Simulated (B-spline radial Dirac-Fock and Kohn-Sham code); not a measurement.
## Nb⁺: scattering cross sections and density moments

System: niobium as Nb⁺, configuration [Kr] 4d4, inside a Watson sphere of charge -1 and radius 3 Å (a model of the Madelung potential; inside it an electron's potential energy is raised by 4.8 eV).

The run's input, task.json:

```json
{"items": [{
  "Z": 41,
  "q": 1,
  "cfg": [[1, 0, 2], [2, 0, 2], [2, 1, 6], [3, 0, 2], [3, 1, 6], [3, 2, 10], [4, 0, 2], [4, 1, 6], [4, 2, 4]],
  "A": 93,
  "rrms": 4.324,
  "watson": [-1, 3.0],
  "do": ["scatter"],
  "s": [0.0, 0.05, 0.1, 0.15, 0.2, 0.25, 0.3, 0.35, 0.4, 0.45, 0.5, 0.6, 0.7, 0.8, 0.9, 1.0, 1.1, 1.2, 1.4, 1.6, 1.8, 2.0, 2.5, 3.0, 3.5, 4.0, 5.0, 6.0],
  "pz": [0, 0.1, 0.15, 0.22, 0.32, 0.46, 0.68, 1.0, 1.5, 2.1, 3.2, 4.6, 6.8, 10.0, 15.0, 21.0, 31.0, 46.0, 68.0, 99.0, 150.0],
  "hv_scatter": [2000, 5000, 8047.8, 17479.3, 20000, 50000, 200000, 1000000]
}]}
```

Launch: `python xray_run.py task.json out`

These are calculated numbers from a radial B-spline solver; the model is Dirac-Fock orbitals of the configuration average with a finite nucleus.

| Item | Value |
| --- | --- |
| Sum of ⟨r⟩ | 27.43 bohr |
| Sum of ⟨r²⟩ | 39.42 bohr² |
| Sum of ⟨1/r⟩ | 224.75 per bohr |
| Langevin diamagnetic susceptibility | -31.2 × 10⁻⁶ cm³/mol |
| Lamb shielding (α²/3)Σ⟨1/r⟩ | 3989 ppm |

Coherent scattering is the Thomson cross section weighted by f₀², without anomalous dispersion; incoherent scattering is Klein-Nishina weighted by S. The Lamb formula is the non-relativistic shielding expression. Electron correlation is left out.

```csv
hν (keV),coherent (b),incoherent (b),incoherent per electron (b)
2,910.8,2.060,0.0515
5,598.7,5.767,0.144
8.0478,418.3,8.595,0.215
17.4793,178.3,13.51,0.338
20,148.5,14.34,0.359
50,38.08,18.12,0.453
200,3.276,15.64,0.391
1000,0.1429,8.415,0.210
```

Incoherent scattering overtakes coherent scattering between 50 and 200 keV.
